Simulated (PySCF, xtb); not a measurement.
H4PSi, SMILES P[SiH2], multiplicity 2.

Harmonic wavenumbers (cm⁻¹) from GFN2-xTB in xtb at its own minimum, in rising order: 109, 432, 480, 516, 707, 718, 759, 1134, 2210, 2227, 2295, 2379.

What does PBE-D3(BJ)/def2-TZVP (PySCF) give at its own minimum? (Estimate from the structure and the level; the computed values follow.)

176, 430, 459, 484, 704, 756, 875, 1039, 2105, 2135, 2325, 2341. Paired by order, the mean absolute difference is 53 cm⁻¹ and the zero-point energies are 20.0 and 19.8 kcal/mol.
